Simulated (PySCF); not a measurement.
**Neon: a sound run and one with changed settings**

Sound run: Ne²⁺ [He] 2s2 2p4, Ne³⁺ [He] 2s2 2p3. Calculation: PySCF 2.14, in x2c-SVPall; the spin-free X2C one-electron Hamiltonian (Gaussian nucleus). In the sound run the correlated levels freeze 1s2. The sound run starts from symmetry-adapted Hartree-Fock orbitals and uses a fine grid where one is needed.

Changed run: basis STO-3G, all-electron and non-relativistic. This setting is unsound on purpose.

| species | method | sound run (hartree) | changed run (hartree) | converged |
| --- | --- | --- | --- | --- |
| Ne²⁺ | UHF | -126.33219 | -124.57400 | yes |
| Ne²⁺ | PBE | -126.52316 | -124.69970 | yes |
| Ne²⁺ | B3LYP | -126.62769 | -124.79969 | yes |
| Ne²⁺ | MP2 | -126.42149 | -124.57400 | yes |
| Ne³⁺ | UHF | -124.05941 | -122.14212 | yes |
| Ne³⁺ | PBE | -124.17015 | -122.20627 | yes |
| Ne³⁺ | B3LYP | -124.26860 | -122.29813 | yes |
| Ne³⁺ | MP2 | -124.12295 | -122.14212 | yes |

Ionisation energy of Ne²⁺:

```json
{"method": "UHF", "sound run (eV)": "61.846", "changed run (eV)": "66.175"}
{"method": "PBE", "sound run (eV)": "64.029", "changed run (eV)": "67.849"}
{"method": "B3LYP", "sound run (eV)": "64.194", "changed run (eV)": "68.071"}
{"method": "MP2", "sound run (eV)": "62.547", "changed run (eV)": "66.175"}
{"method": "SCS-MP2", "sound run (eV)": "62.534", "changed run (eV)": "66.175"}
```

A minimal basis cannot let orbitals breathe on ionisation and holds almost no correlation. The Hamiltonian changed with the basis, so the totals do not compare.

For comparison, NIST gives 63.423 eV between the lowest levels.
